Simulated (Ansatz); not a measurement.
`FCOC(F)C(F)F`. Total charge 0; spin multiplicity 1. Geometry: relaxed with PBE0-D4/def2-TZVP. It is one conformer, not always the lowest.

```xyz
12

F    -1.869    1.563   -0.402
C    -1.073    0.862   -1.271
O     0.113    0.502   -0.654
C    -0.004   -0.470    0.306
F    -0.198   -1.702   -0.275
C     1.287   -0.535    1.108
F     1.400    0.586    1.851
F     2.351   -0.616    0.291
H    -0.805    1.515   -2.102
H    -1.638   -0.013   -1.603
H    -0.850   -0.288    0.978
H     1.285   -1.405    1.773
```

(1) What is the dipole moment at B3LYP/def2-TZVPP? (An estimate is asked.)

(2) And with PBE, r2SCAN, ωB97M-V? (Estimate.)

(3) Give the Mulliken charges with B3LYP, PBE, ωB97M-V in def2-TZVPP. (An estimate is asked.)

Results:

(1) Ansatz gave: 1.64 D, with components (-1.36, -0.89, -0.22) D in this frame, pointing from negative to positive charge.

(2) Ansatz gave: PBE 1.49 D, r2SCAN 1.56 D, ωB97M-V 1.64 D.

(3) Ansatz gave: 
```json
{"atom": "F1", "B3LYP": "-0.23", "PBE": "-0.19", "ωB97M-V": "-0.22"}
{"atom": "C2", "B3LYP": "0.16", "PBE": "0.11", "ωB97M-V": "0.13"}
{"atom": "O3", "B3LYP": "-0.26", "PBE": "-0.19", "ωB97M-V": "-0.25"}
{"atom": "C4", "B3LYP": "0.23", "PBE": "0.17", "ωB97M-V": "0.18"}
{"atom": "F5", "B3LYP": "-0.22", "PBE": "-0.18", "ωB97M-V": "-0.21"}
{"atom": "C6", "B3LYP": "0.31", "PBE": "0.25", "ωB97M-V": "0.27"}
{"atom": "F7", "B3LYP": "-0.19", "PBE": "-0.15", "ωB97M-V": "-0.18"}
{"atom": "F8", "B3LYP": "-0.19", "PBE": "-0.14", "ωB97M-V": "-0.17"}
{"atom": "H9", "B3LYP": "0.12", "PBE": "0.11", "ωB97M-V": "0.12"}
{"atom": "H10", "B3LYP": "0.11", "PBE": "0.09", "ωB97M-V": "0.12"}
{"atom": "H11", "B3LYP": "0.09", "PBE": "0.07", "ωB97M-V": "0.11"}
{"atom": "H12", "B3LYP": "0.07", "PBE": "0.05", "ωB97M-V": "0.09"}
```

B3LYP here is the variant with VWN-RPA as its local correlation; programs differ in this.
